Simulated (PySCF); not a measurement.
C5H7F, SMILES C=C1CC(F)C1.

Geometry: B3LYP-D3(BJ)/def2-SVP.

Two levels are set side by side: PBE/def2-TZVP (PySCF) and HF/def2-TZVP (PySCF). Same geometry, gas phase. Differences are taken from unrounded values.

```tsv
quantity	HF
orbital gap (eV)	13.35
highest occupied level (eV)	-9.78
lowest empty level (eV)	3.56
dipole moment (D)	1.54
mean polarisability (bohr³)	56.9
```

### Question
What does PBE give, and how far is it from HF? (The exact figures need the calculation; the answer reports its results.)

### Answer

```tsv
quantity	PBE	PBE minus HF
orbital gap (eV)	5.12	-8.23
highest occupied level (eV)	-6.19	3.59
lowest empty level (eV)	-1.07	-4.64
dipole moment (D)	1.18	-0.36
mean polarisability (bohr³)	60.6	3.7
```

Without exact exchange PBE keeps part of each electron's self-repulsion, which lifts occupied levels and narrows the gap. PBE's more diffuse valence density responds more strongly to a field. Differences between two approximate levels are no errors against the true value.

Rough cost on one machine, each run with all the roots and properties that it gave: HF against PBE about 1/3.
